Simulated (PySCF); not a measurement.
B(F)(OH)(NH2) (BFH₃NO), SMILES NB(O)F.

Coordinates come from a PBE0-D3(BJ)/def2-SVP optimisation. One conformer was computed; it need not be the lowest.

Method: HF/def2-TZVPD (PySCF).

The total energy comes out as -255.47040 hartree, the point group is Cs and the highest occupied level comes out as -11.69 eV. The lowest empty level is 1.23 eV and the orbital gap is 12.92 eV. The dipole moment is 0.74 D and the quadrupole, principal values (traceless, Buckingham form, about the centre of nuclear charge) is -6.06, -3.07, 9.12 D·Å. The mean static polarisability is 25.4 bohr³ (3.76 Å³) and the polarisability, principal values is 21.4, 25.0, 29.7 bohr³.
